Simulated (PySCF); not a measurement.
# Cl (chlorine, neutral): M06-2X calculation

Configuration: [Ne] 3s1 3p6, 2S determinant (an excited configuration). Computed with PySCF 2.14 in ANO-RCC-VTZP, with scalar relativity by spin-free X2C-1e.

```
Total energy                        : -461.0894 hartree
One-electron energy                 : -635.6902 hartree
Hartree (Coulomb) energy            : 202.8254 hartree
Exchange-correlation energy         : -28.2246 hartree
⟨S²⟩                                : 0.7563
⟨L²⟩                                : 0.000
Sum of ⟨r⟩                          : 15.98 bohr
Sum of ⟨r²⟩                         : 28.54 bohr²
Langevin diamagnetic susceptibility : -22.6 ×10⁻⁶ cm³/mol
```

| shell | electrons | mean orbital energy (eV) | rms radius, mean of both spins (bohr) |
| --- | --- | --- | --- |
| 1s α | 1 | -2806.9 | 0.105 |
| 1s β | 1 | -2806.5 | 0.105 |
| 2s α | 1 | -271.74 | 0.482 |
| 2s β | 1 | -271.07 | 0.482 |
| 2p α | 3 | -208.02 | 0.451 |
| 2p β | 3 | -207.71 | 0.451 |
| 3s α | 1 | -26.818 | 1.64 |
| 3p α | 3 | -12.680 | 2.01 |
| 3p β | 3 | -10.925 | 2.01 |

Densities and radii are taken from the X2C orbitals without a picture-change correction, which distorts them close to the nucleus.
